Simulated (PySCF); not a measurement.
Geometry (Å), atoms numbered from 1 in this order:
```xyz
16

C     1.311    1.194    1.052
C     1.140   -0.040    0.569
C     2.237   -0.943    0.562
N     3.125   -1.666    0.545
C    -0.137   -0.577    0.063
C    -0.442   -1.870    0.205
C    -1.065    0.353   -0.604
C    -0.699    1.411   -1.335
C    -2.446    0.047   -0.471
N    -3.560   -0.193   -0.357
H     0.500    1.901    1.097
H     2.266    1.520    1.429
H     0.236   -2.560    0.677
H    -1.378   -2.270   -0.146
H    -1.432    2.035   -1.818
H     0.336    1.667   -1.482
```

- geometry from GFN2-xTB
- PBE0/pcSseg-1 with gauge-including orbitals
- code: PySCF 2.14.0 with density-fitted response routines
- one computed conformer, fast rotation and ring inversion assumed for equivalent nuclei, relativity neglected, no solvent model

References, each an isolated molecule treated in the same way: TMS for 13C.

Question: Do the 13C shifts follow the atomic charges (in e)? Tabulate both.

Answer: 
| atoms | hybridisation | δ (ppm) | σ para (ppm) | Hirshfeld | IAO | Mulliken | ESP-fitted |
| --- | --- | --- | --- | --- | --- | --- | --- |
| C5 | sp2 | 145.9 | -214 | +0.01 | +0.00 | -0.14 | +0.16 |
| C1/C8 | sp2 | 142.1 | -207 | -0.05 | -0.26 | +0.03 | -0.39 |
| C6 | sp2 | 132.5 | -198 | -0.07 | -0.28 | +0.03 | -0.48 |
| C2/C7 | sp2 | 128.7 | -199 | +0.02 | -0.03 | -0.31 | -0.05 |
| C3/C9 | sp | 122.9 | -196 | +0.08 | +0.14 | +0.13 | +0.41 |

Correlation coefficients of δ with charge over these carbons: Hirshfeld -0.55, IAO -0.42, Mulliken -0.18, ESP-fitted -0.33; with the paramagnetic shielding -0.95. Among the 4 sp2 carbons alone: Hirshfeld -0.03, IAO +0.11, Mulliken +0.37, ESP-fitted +0.32. With so few points, grouped by hybridisation, these coefficients are fragile. Charge is one influence among several: hybridisation and low-lying excitations act through the paramagnetic term.

Shifts are as computed. Against solution values, carbons near 30 ppm lie about +3 ppm off and those near 130 ppm about +5 ppm (rms about the fit 2.1 ppm; single classes can miss by 10 ppm). Of 1328 compounds with measured shifts, 309 miss one by over three times the rms of a fit or turn the order of signals round; such compounds aren't used in these exercises. Signals without a measured value on file couldn't be tested in this way; 1H shifts scatter by 0.2 ppm about their fit, and single ones miss by 0.5 ppm.
